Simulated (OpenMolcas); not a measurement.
# Levels of Pt2+ by method

| Property | Result |
| --- | --- |
| Program | OpenMolcas 26.06 |
| Basis | ANO-R3 [9s7p6d4f2g2h] |
| Scalar Hamiltonian | X2C, finite nucleus |
| Active space | 8 electrons in 6 orbitals (5d 6s) |
| State averaging | 2S+1 = 3 even, 60 roots; 2S+1 = 5 even, 15 roots kept (CI in the orbitals of an earlier block); 2S+1 = 1 even, 55 roots kept (CI in the orbitals of an earlier block) |
| Spin-orbit coupling | state interaction with AMFI integrals over the reference wave functions, term energies averaged over their components |

Methods on the same reference wave functions:
A. CASSCF
B. SS-CASPT2, IPEA 0.25 Eh, imaginary shift 0.1 Eh (closed shells correlated: 5s 5p)
C. MS-CASPT2, IPEA 0.25 Eh, imaginary shift 0.1 Eh (closed shells correlated: 5s 5p)

Energies in cm-1 above 5d8 3F4, the measured ground level; measured values from NIST levels as listed in McCann et al., Mon. Not. R. Astron. Soc. 538, 537 (2025).

| Level | A | B | C | Measured |
| --- | --- | --- | --- | --- |
| 5d8 3F4 | 0.0 | 0.0 | 0.0 | 0.0 |
| 5d8 3F3 | 10334 | 10470 | 10540 | 9752 |
| 5d7 6s 5F5 | 17557 | 20050 | 20120 | 21837 |
| 5d8 3P0 | 18813 | 15380 | 15120 | 14939 |
| 5d8 3P1 | 19849 | 17140 | 17160 | 16782 |
| 5d7 6s 5F4 [63 %] | 23405 | 26100 | 26030 |  |
| 5d8 1G4 [74 %] | 25336 | 21700 | 21880 | 21331 |
| 5d7 6s 5F3 | 28424 | 30560 | 30660 |  |
| 5d7 6s 5F2 [64 %] | 30752 | 32470 | 32410 |  |
| 5d7 6s 5F1 [60 %] | 31910 | 33390 | 33320 |  |
| 5d7 6s 3F4(1) [58 %] | 35280 | 34630 | 34580 |  |
| 5d7 6s 5P3 [72 %] | 35927 | 35460 | 35570 |  |
| 5d7 6s 5P2 [52 %] | 36199 | 34870 | 34750 |  |
| 5d7 6s 5P1 [54 %] | 40679 | 39570 | 39430 |  |
| 5d7 6s 3G5 [64 %] | 41016 | 41020 | 41100 |  |
| 5d7 6s 3F3(1) [61 %] | 42179 | 41180 | 41280 |  |
| 5d7 6s 3H6 | 47600 | 46950 | 47020 |  |
| 5d7 6s 3G3 | 48838 | 48300 | 48360 |  |
| 5d7 6s 3H5 [59 %] | 51055 | 49810 | 49940 |  |
| 5d7 6s 3D3(1) [61 %] | 53456 | 52550 | 52630 |  |
| 5d8 1S0 [51 %] | 57650 | 45250 | 46320 |  |
| 5d7 6s 3F2(2) [72 %] | 60850 | 56730 | 56700 |  |
| 5d7 6s 3F3(2) [71 %] | 61823 | 57450 | 57480 |  |
| 5d7 6s 1H5 [63 %] | 62058 | 59940 | 60120 |  |

Deviations, from unrounded energies. A percentage is the sum of absolute deviations over the sum of measured energies, with the sign that they share, or ± where signs differ.

```json
{"Against measurement": "mean absolute deviation (cm-1)", "Levels": "5", "A": "3200", "B": "730", "C": "720"}
{"Against measurement": "fine structure of the ground term (%)", "Levels": "1", "A": "+6.0", "B": "+7.3", "C": "+8.1"}
{"Against measurement": "other terms of the ground configuration (%)", "Levels": "3", "A": "+20.6", "B": "+2.2", "C": "+2.1"}
{"Against measurement": "other configurations (%)", "Levels": "1", "A": "-19.6", "B": "-8.2", "C": "-7.8"}
```

B, C lie about equally close to measurement and A furthest from it. The largest miss of C in the table is 5d7 6s 5F5, by -1700 cm-1. The ranking rests on the paired levels alone, and a cruder setting can come out closer through cancelling errors.

Between B and C the level of the table that moves most is 5d8 1S0 [51 %], by 1100 cm-1 (lowest in B, highest in C). Moves below CASPT2's spread within the term are not significant.

The mean deviations of B to C differ by less than CASPT2's widest spread within a term (940 cm-1), so their order carries little weight.

From A to B the spin-free energies of the other terms of 5d8 shown, above 3F, scale by factors of 0.71 to 0.80, as is usual when dynamic correlation screens the repulsion within a d or f shell.

The lowest spin-free term lies below A's lowest term by 0.527 hartree in B, 0.527 hartree in C.

Term energies are means over components that CASPT2 splits; among the terms shown or strongly mixed into the levels shown the widest spread is 940 cm-1 (5d8 1G, C). Terms from blocks run as CI alone lack orbitals of their own. A single d shell beside an s shell can misplace configurations of different d count against each other. Without dynamic correlation excited terms often stand tens of per cent too high (terms of higher spin than the ground term too low), and those without a measured partner can miss by more than the paired ones (holds for A). Computed and measured levels are paired by configuration, term and J; levels that our copy of the source lacks, or whose pairing is in doubt (as where it misses far off the trend of its configuration), stay unpaired and out of the deviations. Levels of configurations outside the active space are missing. The table leaves out levels that lie high or whose names do not pair safely across all columns.

A share in square brackets marks a mixed level and gives the weight of the term that names it, the lowest over the columns. A number in round brackets counts repeated terms of one configuration in the order of the reference energies.
